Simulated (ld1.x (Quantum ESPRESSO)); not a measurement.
**Pseudopotential generation for aluminium: TM, PBE, non-relativistic.**

ld1.x (Quantum ESPRESSO) 7.5 input, shortened:

```
&input
   title='Al', zed=13., rel=0, dft='PBE', iswitch=3,
   config='[Ne] 3s2 3p1'
 /
 &inputp
   pseudotype=2, tm=.true., lloc=0,
   nlcc=.true., new_core_ps=.true.
 /
2
3P  2  1   1.00   0.00  1.85  1.85  0.0
3S  1  0   2.00   0.00  1.60  1.60  0.0
 &test
   configts(1)='3s2 3p1'
 /
```

All-electron outer shells of the reference configuration (PBE, non-relativistic, ld1.x):

```
shell  level (eV)  outermost node (bohr)  outermost maximum (bohr)
   2p      -69.68                      –                      0.43
   3s       -7.73                   0.80                      2.09
   3p       -2.72                   0.82                      2.64
```

Calculated quality:

| Item | Value |
| --- | --- |
| Cutoffs needed | 18 Ry and 45 Ry (the cutoffs (Ry, on a coarse ladder) from which the occupation-weighted sum of valence levels, in a spherical-Bessel basis at the reference potential, stays within 10 and 1 mRy of its value at 400 Ry) |
| Ghost test | no extra level below or beside the all-electron valence levels (p, s, d, f tested) (spherical-Bessel basis up to 400 Ry, 20 bohr box) |
| Largest excitation error | +13 meV (all-electron minus pseudo) for 3s1 3p0, out of 7 test configurations |

Generation and tests took about 0.82 s on one core of a shared server CPU.
